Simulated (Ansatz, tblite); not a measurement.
Spin states of the cluster Au2O (the lowest singlet isomer of a short search), each relaxed with r2SCAN-D4/def2-TZVP in Ansatz. Electronic energies in the gas phase.

In the def2 sets Au takes a core potential; there is no spin–orbit coupling. The xTB rows come from tblite. Correlated methods freeze 1 core orbital; core or outer-core shells of Au are correlated, in sets that lack core-valence functions. The structure comes from a short search, and lower isomers may exist.

Singlet geometry (C2v within 0.1 Å):

```xyz
3

Au   -0.049    0.145    1.542
Au    0.741   -0.502   -1.265
O    -0.693    0.356   -0.277
```

Triplet geometry (C2v within 0.1 Å):

```csv
atom,x (Å),y (Å),z (Å)
Au1,-0.705,-1.609,0.210
Au2,0.337,1.719,0.245
O3,0.368,-0.110,-0.455
```

Quintet geometry (C2v within 0.1 Å):

```xyz
3

Au   -0.867    1.128   -0.176
Au   -0.168   -1.382    0.344
O     1.035    0.253   -0.169
```

⟨S²⟩: triplet 2.02 at PBE0-D4/def2-TZVP (pure 2.00), quintet 6.02 at PBE0-D4/def2-TZVP (pure 6.00).

Run but left out: BHLYP-D4/def2-TZVP, B2PLYP/def2-TZVP (singlet: restricted singlet, unstable in another Hartree–Fock run and untested here).

Only these spin states were relaxed. The triplet has other bonds than the singlet, so the gap mixes isomer and spin.

Estimate which spin state lies lowest at each of these levels, and by how much: GFN1-xTB; GFN2-xTB; PBE-D4/def2-TZVP; r2SCAN-D4/def2-TZVP; r2SCANh-D4/def2-TZVP; PBE0-D4/def2-TZVP; r2SCAN0-D4/def2-TZVP; ωB97M-V/def2-TZVP; RPA@PBE/def2-TZVP.


| level | triplet − singlet (kJ/mol) | quintet − singlet (kJ/mol) | lowest of these |
| --- | --- | --- | --- |
| GFN1-xTB | 190.9 | 414.2 | singlet |
| GFN2-xTB | 240.7 | 571.9 | singlet |
| PBE-D4/def2-TZVP | 81.2 | 232.0 | singlet |
| r2SCAN-D4/def2-TZVP | 85.0 | 203.6 | singlet |
| r2SCANh-D4/def2-TZVP | 91.6 | 205.9 | singlet |
| PBE0-D4/def2-TZVP | 102.4 | 239.0 | singlet |
| r2SCAN0-D4/def2-TZVP | 97.2 | 207.0 | singlet |
| ωB97M-V/def2-TZVP | 147.6 | 277.4 | singlet |
| RPA@PBE/def2-TZVP | 104.9 | 245.4 | singlet |

Change of the quintet − singlet gap on mixing in exact exchange, in kJ/mol: PBE to PBE0 (25 % exact exchange) 7.0; r2SCAN to r2SCANh (10 % exact exchange) 2.3; r2SCAN to r2SCAN0 (25 % exact exchange) 3.5. The xTB methods have no term that favours high spin, so they put low spin too low.
